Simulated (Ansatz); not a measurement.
The cluster Ge2O, relaxed as a singlet with RKS r2SCAN-D4/def2-TZVP in Ansatz, starting from the GFN2-xTB geometry. Force threshold 0.02 eV/Å.

The restricted singlet is unstable towards broken spin symmetry in Hartree–Fock (as tested in another run); at r2SCAN-D4/def2-TZVP this wasn't settled. An occupied level lies above an empty one. Another isomer (singlet) lies 1.46 eV lower at PBE0-D4/def2-TZVP; other spin states weren't run for this one.

Start:

```xyz
3

Ge    1.060   -0.542   -1.257
Ge   -1.061    0.542    1.257
O     0.000    0.000    0.000
```

```tsv
step	energy (eV)	largest force component (eV/Å)	SCF passes
1	-115081.2294	0.710	39
2	-115081.2529	0.312	33
3	-115081.2590	0.015	26
```

Force components are those of the run's own axes.

End:

```xyz
3

Ge    1.079   -0.552   -1.280
Ge   -1.080    0.552    1.280
O     0.000    0.000    0.000
```

By distances, no bond broke or formed. The bond that changes most is Ge2–O3, from 1.73 to 1.76 Å (atoms count from 1).

No frequencies were taken in this run, so the end may be a saddle point.

Run time 7.5 s (4 threads of Arm Neoverse N1 on a shared host).
